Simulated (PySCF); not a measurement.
Rb: ionisation energy

Rb [Kr] 5s1 (2S) → Rb+ [Kr] (1S), as a difference of total energies. Computed with PySCF 2.14 in x2c-TZVPPall with one added diffuse shell each of s, p, d, f type (9s7p7d3f1g, 95 functions), with scalar relativity by spin-free X2C-1e. Correlated levels: valence and next inner shell: [Ar] 3d10 frozen. The calculations carry no spin-orbit coupling.

| method | ionisation energy (eV) | error (eV) |
| --- | --- | --- |
| UHF | 3.799 | -0.378 |
| LDA | 4.393 | +0.216 |
| PBE | 4.281 | +0.104 |
| PBE0 | 4.201 | +0.024 |
| r2SCAN | 4.066 | -0.111 |
| B3LYP | 4.330 | +0.153 |
| TPSS | 4.070 | -0.107 |
| MN15 | 4.055 | -0.122 |
| wB97M-V | 4.045 | -0.132 |
| MP2 (valence and next inner shell) | 4.106 | -0.071 |
| SCS-MP2 (valence and next inner shell) | 4.047 | -0.130 |

Reference: 4.177 eV (measured; NIST Atomic Spectra Database, ionization energies).

Errors of the correlated levels include the incompleteness of this basis and the frozen core.
